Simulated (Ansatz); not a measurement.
`N[Si](N)(Br)Br` → Br₂ + `N[Si]N`  (silylene formation by 1,1-elimination)

Isolated molecules relaxed with PBE0-D4/def2-TZVP in Ansatz; ΔE leaves out vibrations. CCSD(T)/CBS adds triple-zeta CCSD(T) − MP2 to the extrapolated MP2 energy (def2 sets, frozen cores). This one scheme is used for every species. Functionals use def2-TZVPP. For Br outer-core shells are correlated without core-valence functions, which leaves a few kJ/mol of doubt a bond. Scalar relativity is left out up to krypton. One conformer a species, not always the lowest.

CCSD(T)/CBS gives +433.3 kJ/mol.

Task: Another level gave +435.1 kJ/mol. Which?
A. B2PLYP/def2-TZVPP
B. CAM-B3LYP/def2-TZVPP
C. revPBE/def2-TZVPP
D. LDA (SPW92)/def2-TZVPP

Result: D. LDA (SPW92) 435.1, revPBE 373.7, CAM-B3LYP 406.5, B2PLYP 412.1 kJ/mol.

Task: What do rigid-rotor, harmonic-oscillator terms from PBE0-D4/def2-TZVP frequencies (298.15 K, 1 bar) make of the CCSD(T)/CBS value? (Best estimate.)

Result: The calculation gave: ΔZPE = -7.8 kJ/mol, ΔH = +426.9 kJ/mol, ΔS = 149 J/(mol·K), ΔG = +382.5 kJ/mol.

Largest T1 diagnostic among the species: 0.013.

The D4 term adds +23.4 kJ/mol with B3LYP and +12.7 kJ/mol with PBE0; it sums over pairs of atoms, weighted by their polarisabilities, and B3LYP, whose exchange is more repulsive, gets the larger term. At CCSD(T), def2-SVP lies −27.4 kJ/mol from the extrapolated value and def2-TZVPP −8.7 kJ/mol. From BLYP to BHLYP (50 % exact exchange), in def2-TZVPP and without D4, ΔE moves by +65.1 kJ/mol.

CCSD(T)/CBS has its own doubt, a few kJ/mol and more with outer-core shells, so smaller differences from it don't rank the levels.

B3LYP here is the variant with VWN-RPA as its local correlation; programs differ in this.
